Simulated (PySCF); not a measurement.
Gas-phase thermal properties of NaAlF4

Energies from PySCF (xtb for GFN2), thermal terms from the rigid-rotor harmonic-oscillator model, ideal gas at 1 bar. The comparison is the NASA 1993 polynomial table, which mixes measured and estimated data. S°(298 K) at PBE0/def2-TZVP differs from the NASA 1993 table for NaAlF4 (+8 J/mol/K); whether the harmonic model or the table's entry is off was not settled. 6-31G* has spherical d functions here. All species are closed-shell singlets. B3LYP is the form with VWN-RPA correlation. The harmonic model lacks anharmonicity and excited electronic states, which grow with temperature; levels with a mode under 35 cm⁻¹ are left out. Soft modes under 120 cm⁻¹ make the harmonic entropy rough for NaAlF4. The table's entry may be an old estimate for NaAlF4 (not checked at source).

```csv
level,point group,σ,ZPE (kJ/mol),S°298 (J/mol/K),Cp298 (J/mol/K),S°1000 (J/mol/K),H1000 − H298 (kJ/mol)
table,-,-,-,344.9,104.0,489.7,85.7
B3LYP/6-31G*,C2v,2,30.6,347.5,103.3,491.8,85.4
GFN2-xTB,C2v,2,26.5,362.6,108.2,510.0,86.9
HF/6-31G*,C2v,2,32.0,345.0,101.6,488.1,84.8
PBE/def2-SVP,C2v,2,29.5,352.5,104.6,497.6,85.8
PBE0/def2-TZVP,C2v,2,29.6,353.1,104.4,498.2,85.8
```
σ: rotational symmetry number. Electronic degeneracy used: 1. Frequencies are unscaled.
